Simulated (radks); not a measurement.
Neutral bismuth, 83 electrons, occupied as [Xe] 4f14 5d10 6p3 7p2 (not the ground configuration).

Method: scalar-relativistic Kohn-Sham, BLYP, spin-polarised, spherical densities, point nucleus; open shells are filled with parallel spins first (spin-orbit coupling, left out, can overturn this in heavy ions); computed with a radial shooting solver on a logarithmic mesh with Libxc functionals.

Energy parts (eV):
total: -585876.18
kinetic: 664849.27
electron-nucleus: -1463800.73
Hartree: 223829.18
exchange-correlation: -10753.91

Orbitals (lengths in bohr, moments of r in powers of bohr; r(90%) holds 90 % of the orbital's charge):
| orbital | occ. | eigenvalue (eV) | <r^4> | r(90%) | <r> |
|---|---|---|---|---|---|
| 1s up | 1 | -90709.48 | 3.322e-07 | 0.0290 | 0.01578 |
| 1s down | 1 | -90709.42 | 3.322e-07 | 0.0290 | 0.01578 |
| 2s up | 1 | -16307.81 | 0.00004771 | 0.103 | 0.06646 |
| 2s down | 1 | -16307.79 | 0.00004771 | 0.103 | 0.06646 |
| 2p up | 3 | -13948.55 | 0.00003997 | 0.0988 | 0.06054 |
| 2p down | 3 | -13948.51 | 0.00003997 | 0.0988 | 0.06054 |
| 3s up | 1 | -3945.480 | 0.001708 | 0.252 | 0.1716 |
| 3s down | 1 | -3945.444 | 0.001708 | 0.252 | 0.1716 |
| 3p up | 3 | -3271.701 | 0.001919 | 0.260 | 0.1737 |
| 3p down | 3 | -3271.661 | 0.001919 | 0.260 | 0.1737 |
| 3d up | 5 | -2595.906 | 0.001473 | 0.244 | 0.1575 |
| 3d down | 5 | -2595.869 | 0.001473 | 0.244 | 0.1575 |
| 4s up | 1 | -914.6731 | 0.03699 | 0.540 | 0.3770 |
| 4s down | 1 | -914.6106 | 0.03699 | 0.540 | 0.3770 |
| 4p up | 3 | -693.9816 | 0.04989 | 0.583 | 0.4026 |
| 4p down | 3 | -693.9153 | 0.04988 | 0.583 | 0.4026 |
| 4d up | 5 | -442.0554 | 0.06653 | 0.628 | 0.4225 |
| 4d down | 5 | -441.9808 | 0.06650 | 0.628 | 0.4225 |
| 4f up | 7 | -164.6452 | 0.1040 | 0.698 | 0.4411 |
| 4f down | 7 | -164.5598 | 0.1039 | 0.698 | 0.4410 |
| 5s up | 1 | -169.9047 | 0.8533 | 1.18 | 0.8302 |
| 5s down | 1 | -169.7216 | 0.8521 | 1.18 | 0.8302 |
| 5p up | 3 | -107.8545 | 1.509 | 1.36 | 0.9471 |
| 5p down | 3 | -107.6655 | 1.497 | 1.36 | 0.9461 |
| 5d up | 5 | -38.8542 | 4.935 | 1.84 | 1.224 |
| 5d down | 5 | -38.4074 | 4.691 | 1.81 | 1.213 |
| 6s up | 0 | -24.8686 | 32.37 | 2.94 | 2.049 |
| 6s down | 0 | -23.1882 | 32.19 | 2.94 | 2.037 |
| 6p up | 3 | -13.0718 | 83.99 | 3.72 | 2.570 |
| 6p down | 0 | -11.2704 | 90.37 | 3.81 | 2.605 |
| 6d up | 0 | -2.4734 | 1155 | 7.26 | 4.703 |
| 7p up | 2 | -1.8646 | 4419 | 10.0 | 7.030 |

The highest occupied level is 7p up at -1.865 eV. The configuration is held as typed, so some empty levels lie below it. The density falls to 0.001 e/bohr^3 at r = 5.55 bohr. Spin moment in Bohr magnetons: 5.
